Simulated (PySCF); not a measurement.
# Stretching SrCd

Set-up: basis Sr def2-SVP with ECP28, Cd def2-SVP with ECP28; scalar-relativistic core potentials; PySCF 2.14. Energies in eV from Sr + Cd in their ground configurations at the same level. State: ¹Σ⁺ (singlet), closed shell.

All columns are PBEsol. A positive dipole means Sr(−)Cd(+).

| R (Å) | E (eV) | μ (D) | Mulliken charge on Sr (basis-dependent) | HOMO (eV) | LUMO (eV) | Mayer bond order | ⟨S²⟩ |
| --- | --- | --- | --- | --- | --- | --- | --- |
| 3.474 | -0.134 | -0.05 | 0.09 | -3.36 | -1.94 | 0.70 | 0.00 |
| 3.636 | -0.162 | -0.16 | 0.09 | -3.40 | -1.85 | 0.62 | 0.00 |
| 3.798 | -0.168 | -0.26 | 0.08 | -3.44 | -1.78 | 0.54 | 0.00 |
| 3.919 | -0.165 | -0.32 | 0.08 | -3.46 | -1.73 | 0.49 | 0.00 |
| 4.040 | -0.157 | -0.36 | 0.07 | -3.48 | -1.70 | 0.44 | 0.00 |
| 4.161 | -0.146 | -0.40 | 0.06 | -3.50 | -1.70 | 0.39 | 0.00 |
| 4.323 | -0.130 | -0.43 | 0.04 | -3.52 | -1.69 | 0.34 | 0.00 |
| 4.525 | -0.109 | -0.44 | 0.03 | -3.53 | -1.68 | 0.28 | 0.00 |
| 4.767 | -0.086 | -0.43 | 0.02 | -3.55 | -1.66 | 0.22 | 0.00 |
| 5.090 | -0.061 | -0.38 | 0.01 | -3.55 | -1.63 | 0.15 | 0.00 |

A fit through these points gives, at Re = 3.789 Å, μ = -0.26 D and dμ/dR = -0.534 D/Å; the reduced mass is 49.61 u.

Task: How strong is the fundamental in the double-harmonic approximation, I = 42.26·(dμ/dR)²/μred km/mol?

Result: I = 42.26·(-0.534)²/49.61 = 0.243 km/mol at PBEsol.

Closed-shell solutions of metal pairs were not tested for spin polarisation, which can lower them a little. The bond is weak. Basis-set superposition, not corrected here, can be much of De in a small basis, most of all at correlated wavefunction levels. Functionals without a dispersion term scatter widely for such bonds, and LDA overbinds them.
